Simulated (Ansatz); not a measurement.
`CBCBO` + `O[SiH2][SiH3]` → `CBO[SiH2][SiH3]` + `CBO`  (ligand exchange at a B–C bond)

Calculated with Ansatz (gas phase, PBE0-D4/def2-TZVP geometries, no zero-point term in ΔE). CCSD(T)/CBS is the MP2 limit (def2-TZVPP, def2-QZVPP) plus CCSD(T) − MP2 in def2-TZVPP, frozen cores. Functionals use def2-TZVPP. One conformer a species, not always the lowest.

`CBCBO`:

Z-matrix (Å, degrees):
```
C
B 1 1.559
H 1 1.095 2 112.2
H 1 1.092 2 115.4 3 -126.3
H 1 1.100 2 107.0 3 114.3
C 2 1.555 1 123.6 3 135.8
H 2 1.203 1 118.2 3 -43.6
B 6 1.573 2 107.9 1 -107.6
H 6 1.098 2 108.4 1 139.7
H 6 1.095 2 113.2 1 16.8
O 8 1.355 6 123.0 2 107.7
H 8 1.198 6 121.6 2 -71.1
H 11 0.962 8 113.3 6 0.9
```

`O[SiH2][SiH3]`:

Cartesian coordinates in Å:
```
O 1.187 -1.376 0.995
Si -0.213 -0.504 0.867
Si -0.172 0.997 -0.938
H 1.445 -1.913 0.245
H -1.397 -1.400 0.710
H -0.343 0.227 2.152
H -1.474 1.712 -1.035
H 0.052 0.258 -2.213
H 0.916 2.000 -0.785
```

`CBO[SiH2][SiH3]`:

```xyz
14

C    -1.216    0.853   -1.445
B     0.315    1.175   -1.386
O     1.223    0.401   -0.743
Si    1.123   -1.015    0.116
Si    0.109   -0.668    2.201
H    -1.517   -0.091   -0.984
H    -1.559    0.855   -2.486
H    -1.771    1.663   -0.958
H     0.751    2.162   -1.919
H     0.365   -2.038   -0.658
H     2.516   -1.499    0.289
H    -1.291   -0.193    2.027
H     0.862    0.346    2.986
H     0.089   -1.949    2.960
```

`CBO`:

Cartesian coordinates in Å:
```
C 0.531 0.709 -0.477
B -0.459 -0.330 0.130
O -0.038 -1.151 1.124
H 1.523 0.678 -0.023
H 0.127 1.723 -0.371
H 0.633 0.549 -1.556
H -1.598 -0.426 -0.258
H -0.720 -1.753 1.430
```

| level | ΔE (kJ/mol) |
| --- | --- |
| PBE0-D4 | -122.4 |
| MP2/def2-QZVPP | -125.8 |

Task: What does CCSD(T)/CBS give? (Best estimate.)

Result: Ansatz gave: -126.2 kJ/mol. The listed levels differ from it by 3.8, 0.4 kJ/mol.

Largest T1 diagnostic among the species: 0.013.

In def2-TZVPP, CCSD(T) changes the Hartree–Fock value by +10.9 kJ/mol (the triples alone add +0.9 kJ/mol) and MP2 by +12.1 kJ/mol. The D4 term adds −3.6 kJ/mol with B3LYP and −2.2 kJ/mol with PBE0; it sums over pairs of atoms, weighted by their polarisabilities, and B3LYP, whose exchange is more repulsive, gets the larger term.

B3LYP here is the variant with VWN-RPA as its local correlation; programs differ in this.
